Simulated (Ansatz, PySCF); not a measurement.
This PySCF input computes a PBE/def2-TZVPD energy:

```python
from pyscf import gto, scf, dft

mol = gto.M(
    atom='''
    C     1.40089610   -0.12771822   -0.08619572
    C     0.22142190   -0.01764924   -0.01156384
    O    -1.12368377    0.14763239    0.10582275
    H     2.46176120   -0.23306503   -0.15847468
    H    -1.61110123   -0.55826995    0.59022957
    H    -1.59509782    0.48248062   -0.69177949
    ''',
    basis='def2-tzvpd',
    charge=1,
    spin=0,
    verbose=4,
)

mf = dft.RKS(mol, xc='pbe').density_fit(auxbasis='def2-universal-jkfit')
mf.grids.level = 3
mf.conv_tol = 1e-9
mf.max_cycle = 100
mf.max_memory = 1500
mf.kernel()
if not mf.converged:
    mf = mf.newton()
    mf.kernel(mf.make_rdm1())
mf.analyze()
```

**Question.** Write an input for the same energy in Ansatz (a program for electronic structure) and say what it gives.

**Answer.** 
Ansatz 0.2 input:
```yaml
crystal:
  periodic: [false, false, false]
  atoms:
    - {symbol: C, position_ang: [1.40089610, -0.12771822, -0.08619572]}
    - {symbol: C, position_ang: [0.22142190, -0.01764924, -0.01156384]}
    - {symbol: O, position_ang: [-1.12368377, 0.14763239, 0.10582275]}
    - {symbol: H, position_ang: [2.46176120, -0.23306503, -0.15847468]}
    - {symbol: H, position_ang: [-1.61110123, -0.55826995, 0.59022957]}
    - {symbol: H, position_ang: [-1.59509782, 0.48248062, -0.69177949]}
basis:
  gaussian:
    orbitals: def2-TZVPD
hamiltonian:
  xc: {name: PBE}
total_charge: 1
output: {forces: true}
```
It gives -152.67067 Eh, and PySCF -152.67071 Eh, a difference of 0.04 mEh, from the treatment of integrals and grids.

It need not be the lowest isomer of its formula.
